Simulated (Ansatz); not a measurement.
C7H9N can be A, `Cc1ccc(C)nc1`, or B, `Cc1cccnc1C`.

Program: Ansatz. Geometries: PBE0-D4/def2-TZVP. ΔE: electronic, gas phase. CCSD(T)/CBS adds triple-zeta CCSD(T) − MP2 to the extrapolated MP2 energy (def2 sets, frozen cores). Functionals use def2-TZVPP. B3LYP here is the variant with VWN-RPA as its local correlation; programs differ in this.

(1) Which isomer does CCSD(T)/CBS put lower? Give the gap. (Estimate.)

(2) Give E(B) − E(A) in kcal/mol with ωB97M-V, MP2/def2-TZVPP, CCSD(T)/def2-SVP, PBE-D4, B3LYP-D4, B3LYP, B2PLYP. (Estimate.)

Largest T1 diagnostic: 0.011.

Answers

(1) Computed: B, by 0.2 kcal/mol. So small a gap doesn't settle the order.

(2) The calculation gave: ωB97M-V -0.2, MP2/def2-TZVPP -0.3, CCSD(T)/def2-SVP 0.0, PBE-D4 -0.1, B3LYP-D4 0.0, B3LYP 0.6, B2PLYP 0.3. The order is the other way round with B3LYP, B2PLYP.

In def2-TZVPP, CCSD(T) changes the Hartree–Fock value by −1.0 kcal/mol (the triples alone add −0.1 kcal/mol) and MP2 by −1.2 kcal/mol. Leaving LDA and LC-ωPBE aside and taking each functional with its dispersion term where it has one, the values spread over 0.5 kcal/mol, from ωB97M-V to B2PLYP. LDA lies −0.9 kcal/mol from PBE without D4.
